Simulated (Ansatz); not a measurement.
`C[SiH2]C(F)(F)Cl` + `C=CCCCl` → `C[SiH2]CCCl` + `C=CC(F)(F)Cl`  (formal exchange of groups at the Si–C bond)

Isolated molecules relaxed with PBE0-D4/def2-TZVP in Ansatz; ΔE leaves out vibrations. CCSD(T)/CBS is the MP2 limit (def2-TZVPP, def2-QZVPP) plus CCSD(T) − MP2 in def2-TZVPP, frozen cores. Functionals use def2-TZVPP. B3LYP here is the variant with VWN-RPA as its local correlation; programs differ in this. Each species was taken in one conformer, which may not be the lowest.

```csv
level,ΔE (kJ/mol)
PBE-D4,-21.0
r2SCAN-D4,-25.6
ωB97M-V,-23.6
B3LYP,-20.7
CCSD/def2-TZVPP,-25.6
CCSD(T)/def2-TZVPP,-25.5
SCS-MP2/def2-QZVPP,-23.5
CCSD/CBS(def2),-23.5
```

(1) What does CCSD(T)/CBS give? (An estimate is asked.)

Largest T1 diagnostic among the species: 0.012.

Results:

(1) Ansatz gave: -23.4 kJ/mol. The listed levels differ from it by 2.4, -2.2, -0.2, 2.7, -2.2, -2.1, -0.1, -0.1 kJ/mol.

From PBE to PBE0 (25 % exact exchange), in def2-TZVPP and without D4, ΔE moves by −3.7 kJ/mol.

CCSD(T)/CBS has its own doubt, a few kJ/mol and more with outer-core shells, so smaller differences from it don't rank the levels.
